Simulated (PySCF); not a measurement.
Job file and geometry (Å, from GFN2-xTB) of an NMR shielding run on SMILES C/C=C\[P@H](=O)CC(C)=O, C$_{6}$H$_{11}$O$_{2}$P, GIAO PBE0/pcSseg-1 NMR shielding, non-relativistic, gas phase (PySCF); density fitting, a coarse starting grid and PySCF grid level 2 are the driver's defaults:

```
$ OMP_NUM_THREADS=1 python probes_run.py task.json out

{"job": {"kind": "nmr", "xc": "PBE0", "basis": "pcSseg-1"}, "charge": 0, "multiplicity": 1}
C     -3.108948     0.768428    -0.891984
C     -2.796418    -0.527769    -0.237913
C     -1.571780    -0.911934     0.094647
P     -0.108539     0.094679    -0.262113
O      0.297165     0.145270    -1.671167
C      1.200054    -0.587560     0.841064
C      2.307535     0.415534     0.638570
C      3.353181     0.009045    -0.352738
O      2.274723     1.489485     1.186372
H     -3.680264     1.405149    -0.215403
H     -2.191167     1.278499    -1.182293
H     -3.718351     0.601740    -1.779397
H     -3.642538    -1.172468    -0.027584
H     -1.387380    -1.868466     0.565587
H     -0.325749     1.341356     0.315008
H      0.845190    -0.585592     1.870807
H      1.463338    -1.592906     0.509726
H      3.843595    -0.908622    -0.034406
H      2.851931    -0.181894    -1.302151
H      4.089272     0.798704    -0.477365
```

Q: What does the program print?

A: 
```
coarse grid: 17136 points
cycle   1  E = -726.0592339622  dE =  1.491e+00  |g| = 1.198e+00  |ddm| = 4.065e+00
cycle   2  E = -725.0266083653  dE =  1.033e+00  |g| = 2.547e+00  |ddm| = 4.485e+00
cycle   3  E = -726.3268473336  dE = -1.300e+00  |g| = 2.615e-01  |ddm| = 3.667e+00
cycle   4  E = -726.3410452623  dE = -1.420e-02  |g| = 1.161e-01  |ddm| = 3.714e-01
cycle   5  E = -726.3434010191  dE = -2.356e-03  |g| = 5.273e-02  |ddm| = 1.163e-01
cycle   6  E = -726.3439352429  dE = -5.342e-04  |g| = 7.720e-03  |ddm| = 4.629e-02
cycle   7  E = -726.3439465479  dE = -1.130e-05  |g| = 2.996e-03  |ddm| = 1.029e-02
cycle   8  E = -726.3439484519  dE = -1.904e-06  |g| = 8.892e-04  |ddm| = 3.559e-03
final grid: 160688 points
cycle   9  E = -726.4192200956  dE = -2.320e-05  |g| = 1.437e-02  |ddm| = 3.138e-02
cycle  10  E = -726.4191266849  dE =  9.341e-05  |g| = 2.636e-02  |ddm| = 3.287e-02
cycle  11  E = -726.4192610782  dE = -1.344e-04  |g| = 2.823e-03  |ddm| = 2.330e-02
cycle  12  E = -726.4192627420  dE = -1.664e-06  |g| = 3.582e-04  |ddm| = 2.388e-03
cycle  13  E = -726.4192627616  dE = -1.962e-08  |g| = 2.279e-04  |ddm| = 4.839e-04
cycle  14  E = -726.4192627732  dE = -1.165e-08  |g| = 3.123e-05  |ddm| = 2.042e-04
cycle  15  E = -726.4192627734  dE = -1.778e-10  |g| = 1.620e-05  |ddm| = 5.162e-05
converged SCF energy = -726.4192627734

GIAO shielding tensors (ppm)
atom      isotropic    diamagn.    paramagn.     s11        s22        s33       span
  0 C      164.996     251.097     -86.102    149.849    164.698    180.439     30.590
  1 C       30.606     255.401    -224.794    -93.637     21.861    163.596    257.233
  2 C       54.616     268.930    -214.315    -50.416     71.065    143.198    193.614
  3 P      328.799     968.250    -639.450    238.254    273.319    474.825    236.571
  4 O      236.526     396.768    -160.242     97.536    293.911    318.130    220.594
  5 C      135.989     262.765    -126.776    110.269    141.049    156.648     46.378
  6 C      -22.059     251.121    -273.180   -111.100    -57.566    102.490    213.590
  7 C      149.434     252.297    -102.863    123.596    133.301    191.404     67.807
  8 O     -331.701     401.270    -732.971   -912.876   -416.686    334.460   1247.336
  9 H       29.775      28.518       1.257     26.440     26.993     35.894      9.454
 10 H       28.826      31.968      -3.142     23.936     29.687     32.856      8.920
 11 H       29.563      27.455       2.108     26.293     26.801     35.595      9.302
 12 H       24.781      30.027      -5.245     23.133     23.791     27.420      4.287
 13 H       25.842      34.607      -8.765     23.799     24.591     29.136      5.337
 14 H       24.087      32.823      -8.736     19.655     23.958     28.646      8.991
 15 H       29.441      34.540      -5.099     26.413     28.231     33.678      7.265
 16 H       28.396      34.961      -6.566     25.540     29.807     29.839      4.299
 17 H       29.388      28.058       1.330     26.236     28.733     33.196      6.960
 18 H       28.640      30.569      -1.930     25.560     29.126     31.234      5.674
 19 H       29.598      27.341       2.256     26.345     27.230     35.218      8.873
```

Q: Turn these shieldings into chemical shifts. Chemical shifts δ = σref − σ; TMS for 13C (186.93 ppm), 1H (31.72 ppm); H3PO4 for 31P (318.38 ppm); 17O (336.08 ppm) vs H2O, all at this level.

A: Averaging equivalent atoms: C 6: 209.0; C 1: 156.3; C 2: 132.3; C 5: 50.9; C 7: 37.5; C 0: 21.9; P 3: -10.4; O 8: 667.8; O 4: 99.6; H 14: 7.63; H 12: 6.94; H 13: 5.87; H 16: 3.32; H 17/18/19: 2.51; H 9/10/11: 2.33; H 15: 2.28 ppm. Unscaled 17O shifts of doubly bonded oxygen tend to come out too high, by tens of ppm or more. Experimental scales use liquid or dissolved standards, which lie at an offset from isolated H2O (liquid H2O: subtract about 36 ppm) and H3PO4.

Size and cost of the density-fitted run: 215 basis functions, of the order of 110 core-seconds.
